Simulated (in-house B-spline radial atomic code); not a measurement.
## LDA exchange-only excitations of F⁷⁺

Method: LDA exchange-only. Computed with an all-electron radial atomic-structure program (B-spline basis): linear response of the closed shell 1s2 with the functional's adiabatic kernel; scalar-relativistic (spin-free one-electron X2C), finite nucleus, no spin-orbit coupling, no double excitations, S, P, D and F terms only.

Command:
```bash
python run_td.py task.json out
```
Settings (radii: box in bohr, nucleus in fm):
```
Z                        9
electrons                2
configuration            1s2
hamiltonian              x2c
method                   lda,
box_radius               12.81
rms_radius               2.8976
intervals                71
```

Cost of the run: 0.1 s on 1 thread of Intel(R) Xeon(R) Platinum 8375C CPU @ 2.90GHz (Ice Lake), with other jobs on the host.

The lowest states, in the order of their Tamm-Dancoff energies; the method's threshold (minus the highest occupied level) is 892.26 eV. Labels give the largest channel, * marks a mixed state, and oscillator strengths are full-response dipole values. Semilocal kernels can invert the small singlet-triplet splittings of Rydberg terms. Energies in eV:

```json
{"state": "1s → 2s 3S", "full response": "?", "Tamm-Dancoff": "?", "oscillator strength": "-"}
{"state": "1s → 2s 1S", "full response": "706.47", "Tamm-Dancoff": "706.57", "oscillator strength": "-"}
{"state": "1s → 2p 3P", "full response": "?", "Tamm-Dancoff": "?", "oscillator strength": "-"}
{"state": "1s → 2p 1P", "full response": "714.03", "Tamm-Dancoff": "714.06", "oscillator strength": "0.645"}
{"state": "1s → 3s 3S", "full response": "810.86", "Tamm-Dancoff": "810.87", "oscillator strength": "-"}
{"state": "1s → 3s 1S", "full response": "812.99", "Tamm-Dancoff": "813.02", "oscillator strength": "-"}
{"state": "1s → 3p 3P", "full response": "813.98", "Tamm-Dancoff": "813.98", "oscillator strength": "-"}
{"state": "1s → 3p 1P", "full response": "815.49", "Tamm-Dancoff": "815.50", "oscillator strength": "0.13"}
{"state": "1s → 3d 3D", "full response": "817.04", "Tamm-Dancoff": "817.04", "oscillator strength": "-"}
{"state": "1s → 3d 1D", "full response": "817.10", "Tamm-Dancoff": "817.10", "oscillator strength": "-"}
{"state": "1s → 4s 3S", "full response": "847.61", "Tamm-Dancoff": "847.61", "oscillator strength": "-"}
{"state": "1s → 4s 1S", "full response": "848.45", "Tamm-Dancoff": "848.46", "oscillator strength": "-"}
{"state": "1s → 4p 3P", "full response": "848.89", "Tamm-Dancoff": "848.90", "oscillator strength": "-"}
{"state": "1s → 4p 1P", "full response": "849.51", "Tamm-Dancoff": "849.51", "oscillator strength": "0.0491"}
{"state": "1s → 4d 3D", "full response": "850.06", "Tamm-Dancoff": "850.06", "oscillator strength": "-"}
{"state": "1s → 4d 1D", "full response": "850.09", "Tamm-Dancoff": "850.09", "oscillator strength": "-"}
{"state": "1s → 4f 3F", "full response": "850.54", "Tamm-Dancoff": "850.54", "oscillator strength": "-"}
{"state": "1s → 4f 1F", "full response": "850.54", "Tamm-Dancoff": "850.54", "oscillator strength": "-"}
```

(1) Where does 1s → 2s 3S lie?

(2) Where does 1s → 2p 3P lie?

(3) How large is the singlet-triplet splitting of 1s → 2s (S terms) in Tamm-Dancoff?

(4) What polarisabilities and dispersion coefficient does the method give?

## Answers

(1) At 697.87 eV in full response, 697.90 eV in Tamm-Dancoff.

(2) At 708.04 eV in full response, 708.07 eV in Tamm-Dancoff.

(3) 8.67 eV, from the unrounded values.

(4) Dipole 0.001675 bohr³, quadrupole 8.258e-05 bohr⁵, C6 6.5e-05 hartree·bohr⁶ for two such species.
